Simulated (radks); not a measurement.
Task: These are the eigenvalues of the occupied orbitals of an atom or ion with whole-number occupations (eV). Calculated with a radial shooting solver on a logarithmic mesh with Libxc functionals: Dirac Kohn-Sham, BLYP, spin-unpolarised, spherical densities, finite nucleus; Fermi nuclear charge, rms radius of each element as measured or else 0.836 A^(1/3) + 0.57 fm.

1s1/2: -20877.60
2s1/2: -2991.719
2p1/2: -2760.373
2p3/2: -2642.046
3s1/2: -534.0916
3p1/2: -445.1851
3p3/2: -425.4011
3d3/2: -267.9995
3d5/2: -264.1963
4s1/2: -89.3680
4p1/2: -63.3708
4p3/2: -60.4031
4d3/2: -22.5239
4d5/2: -22.2175

Which element is it, and in what charge state? The configuration may be excited. Open shells, if any, fill j = l - 1/2 first.

Result: Z = 43, technetium, charge +2: Tc2+ in [Kr] 4d5. The list shows which subshells hold electrons but not how many an open one holds; the 1s level, -767.24 hartree, gives Z - s = 39.2 by -(Z - s)^2/2, which with screening and relativity narrows Z to a few neighbours, and the depths of the outer levels then fix element, charge and occupations together.
